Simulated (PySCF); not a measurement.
Coordinates in bohr (charge 0 multiplicity 3):
```
Au    0.2459    0.0000   -0.0619
O    -3.2279    0.0000    0.8833
H     3.1945    0.0000    0.4518
```

Computed with PySCF, UPBE0, basis Au def2-TZVP with ECP60, O def2-TZVP, H def2-TZVP (scalar-relativistic core potentials, no spin–orbit coupling, density fitting).

This geometry of HAuO is a stationary point at this level.

Task: What is the point group?

Result: Cs.

Task: Is it a minimum?

Result: Yes: all harmonic wavenumbers are real.

Task: List the harmonic modes with their infrared intensities.

Result: 
```json
{"symmetry": "a'", "ω (cm⁻¹)": "386", "IR (km/mol)": "182", "type": "bend"}
{"symmetry": "a'", "ω (cm⁻¹)": "550", "IR (km/mol)": "3.2", "type": "stretch"}
{"symmetry": "a'", "ω (cm⁻¹)": "2186", "IR (km/mol)": "37.8", "type": "stretch"}
```

Task: What is the atomisation energy, with and without zero-point energy?

Result: 420 kJ/mol without, 401 kJ/mol with.

Other isomers or separated fragments may lie lower. Other spin states or occupations of the open shell can lie lower. No spin–orbit coupling is included, which matters more the heavier the element.
